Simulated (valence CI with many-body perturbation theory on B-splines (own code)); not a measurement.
Eu¹³⁺: key properties

Calculated by configuration interaction combined with many-body perturbation theory (CI+MBPT): four valence electrons over a frozen Dirac-Fock core [Kr] 4d10, a basis of 7 s, 7 p, 7 d, 7 f, 4 g, 2 h functions for each j, with the one-electron correlation potential Σ1 (screened to all orders), the two-electron term Σ2, the three-electron term Σ3, Breit, model QED; selected single and double excitations, second order for the rest, scaled by the run's own slope (own B-spline code, finite nucleus).

No measured spectrum was set against this ion. As an estimate, terms of the open shell hold to a few per cent of their energy, and close levels can change places; configurations with another count of f electrons can be misplaced by thousands of cm⁻¹.

Names give the largest LS component (configuration and term), which can be under half, so a name can repeat, a term be missing and a line seem to break the LS rules; names also repeat where a configuration has a term twice.

Rates and lifetimes use the calculated energies. Strong lines usually hold to 10 to 20 %, long lifetimes can be off by a factor of two.

What is the ground level?

4f2 5s2 3H_4, composition 93 % 4f2 5s2 3H + 5 % 4f2 5s2 1G, g = 0.809.

Among levels below 196140 cm⁻¹, which E1 lines absorb most strongly from the ground level?

to 4f2 5s 5p 3H°_5 at 53.41 nm, f = 0.0242; to 4f2 5s 5p 5H°_4 at 53.75 nm, f = 0.0194; to 4f2 5s 5p 5H°_3 at 54.57 nm, f = 0.0171.

Name the longest-lived excited levels whose lifetime is computed, and their main decay.

4f2 5s2 3F_2 at 9404 cm⁻¹ lives 4200 s, mostly by E2 to 4f2 5s2 3H_4; 4f2 5s2 3P_0 at 39170 cm⁻¹ lives 4.39 s, mostly by E2 to 4f2 5s2 3F_2; 4f2 5s2 3F_3 at 13274 cm⁻¹ lives 635 ms, mostly by M1 to 4f2 5s2 3F_2.

How well does LS coupling describe the low levels?

Among the lowest 20 levels the leading LS term, summed over configurations, holds 91 % on average. For single configurations the figures are 90 % in LS and 72 % in jj coupling. Terms mix most in the J = 4 level at 21183 cm⁻¹, where the leading one holds 53 %.

Where does the other parity begin?

At 4f3 5s 5I°_4, 22457 cm⁻¹.

How is the term 3H of the ground level split?

J = 4 at 0.0, J = 5 at 5668, J = 6 at 11274 cm⁻¹.

What is the ionisation energy?

258.79 eV; NIST lists 263 ± 14 eV (theoretical).
